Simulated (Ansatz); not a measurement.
The same path of C₄H₁₁B (16 atoms, charge 0, multiplicity 1) was run twice with different band settings. Lost on the way: B1–C2, C3–H4. Made: B1–H4.

Level of theory: Ansatz 0.2.0, RKS PBE0-D4/def2-mTZVP.

Relaxed end points:

```xyz
16
Properties=species:S:1:pos:R:3
B 0.449 -0.131 -0.278
C -0.092 0.989 0.685
C -1.538 0.632 1.065
H -1.592 -0.327 1.589
C 0.179 -0.031 -1.821
C 1.275 -1.328 0.312
H -0.095 1.974 0.204
H 0.500 1.075 1.603
H -2.181 0.559 0.183
H -1.973 1.386 1.725
H -0.614 0.668 -2.100
H -0.013 -0.996 -2.301
H 1.100 0.348 -2.290
H 1.291 -2.232 -0.303
H 0.983 -1.596 1.333
H 2.320 -0.989 0.392
```

```xyz
16
Properties=species:S:1:pos:R:3
B -0.113 -0.859 -0.379
C -0.131 1.661 0.947
C -1.325 1.116 1.144
H -1.201 -1.272 -0.074
C 0.045 -0.185 -1.787
C 1.116 -1.332 0.473
H 0.076 2.287 0.086
H 0.687 1.509 1.643
H -2.146 1.272 0.453
H -1.534 0.496 2.009
H -0.796 0.452 -2.073
H 0.055 -1.001 -2.526
H 0.976 0.371 -1.928
H 1.347 -2.357 0.145
H 0.914 -1.409 1.544
H 2.029 -0.748 0.324
```

Common settings: movable images 5; climbing image yes; spring 5.0 eV/Å²; start path through a guess of the saddle point; force threshold 0.05 eV/Å; iteration limit 60; end points relaxed.

| run | optimiser | largest step |
| --- | --- | --- |
| 1 | quadratic models (default) | default |
| 2 | fire | 0.02 Å |

Problem. What does each run give, and how far can it be trusted?

Solution. Run 1: converged after 9 iterations, highest image 1.598 eV above the first end. A vibrational analysis at the climbing image gives one clearly imaginary mode, 108i cm⁻¹: a first-order saddle point.
Run 2: converged after 60 iterations, highest image 1.603 eV above the first end. The order of the stationary point at the top wasn't checked.
The orbitals stay closed-shell, which can raise the energy where a bond breaks towards radicals; this wasn't checked here.
